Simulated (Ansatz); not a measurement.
Start from `C=[N][GaH][CH3]` and change one atom or group to get `[CH3][GaH]/[N]=C\[SiH3]`.

Ansatz, PBE0-D4/def2-TZVP geometries, multiplicity 1. Each molecule was computed in one conformer, which needn't be the lowest.

Scalar relativity is left out up to krypton.

```csv
property,`C=[N][GaH][CH3]`
HOMO–LUMO gap (PBE/def2-TZVPP) / eV,3.61
HOMO energy (PBE0/def2-TZVPP) / eV,-6.40
HOMO energy (ωB97M-V/def2-TZVPP) / eV,-8.68
HOMO energy (PBE/def2-TZVPP) / eV,-5.20
size of the dipole moment (ωB97M-V/def2-TZVPP) / D,1.00
LUMO energy (ωB97M-V/def2-TZVPP) / eV,1.06
```

Task: What does the change do to each property? (An estimate is asked.)

Result: Ansatz gave: 
```csv
property,`[CH3][GaH]/[N]=C\[SiH3]`,shift
HOMO–LUMO gap (PBE/def2-TZVPP) / eV,2.94,-0.67
HOMO energy (PBE0/def2-TZVPP) / eV,-6.15,0.25
HOMO energy (ωB97M-V/def2-TZVPP) / eV,-8.34,0.34
HOMO energy (PBE/def2-TZVPP) / eV,-5.01,0.19
size of the dipole moment (ωB97M-V/def2-TZVPP) / D,0.80,-0.20
LUMO energy (ωB97M-V/def2-TZVPP) / eV,0.94,-0.12
```

With PBE0 the HOMO rises by 0.25 eV and the LUMO falls by 0.37 eV, so the gap narrows by about 0.62 eV. PBE moves the HOMO by 0.19 eV and ωB97M-V by 0.34 eV. Dipoles are sizes alone; their direction can turn.
